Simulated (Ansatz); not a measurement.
H$_{4}$OSSi$_{2}$. Total charge 0; spin multiplicity 1. The bonds changed during the relaxation, so this is another structure than the one it started from.

Z-matrix (Å, degrees):
```
Si
O 1 1.671
S 1 2.149 2 108.8
H 1 1.496 2 103.4 3 -107.6
Si 2 1.607 1 151.0 3 -25.2
H 3 1.344 1 96.0 2 80.7
H 5 1.487 2 114.7 1 -17.1
H 5 1.486 2 111.8 1 -146.8
```

Question: Give the diagnostics of a CCSD(T)/def2-TZVPP run (frozen core, Ansatz). (Estimate.)

Answer: Computed: T1 = 0.0446, largest single amplitude 0.200, largest double 0.385, (T) share of the correlation energy 6.2 %, 16 CCSD cycles. The RHF solution is unstable towards an unrestricted one. T1 lies over the customary mark of 0.02 for closed shells.
